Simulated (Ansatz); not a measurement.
Wavefunction ladder for `[SiH3]SS[SiH3]`

```xyz
10

Si   -1.425    1.457    0.114
S    -1.539   -0.682    0.054
S    -0.061   -0.955   -1.386
Si    1.543   -1.337   -0.017
H    -1.750    2.021   -1.218
H    -0.066    1.885    0.526
H    -2.433    1.884    1.120
H     1.745   -0.168    0.873
H     2.745   -1.564   -0.860
H     1.242   -2.542    0.794
```

Charge 0, multiplicity 1. All single points use the PBE0-D4/def2-TZVP geometry. It is one conformer, not always the lowest. Frozen core, restricted reference, the Gaussian-basis code of Ansatz. CBS rows extrapolate triple and quadruple zeta; past MP2 they add the triple-zeta difference.

```csv
basis,HF (Eh),MP2 corr.,CCSD corr.,(T),CCSD(T) total
def2-TZVPP,-1376.50883,-0.60670,-0.67518,-0.03005,-1377.21406
def2-QZVPP,-1376.54962,-0.65859,–,–,–
CBS(def2),-1376.55524,-0.69703,-0.76551,as TZ,-1377.35080
```
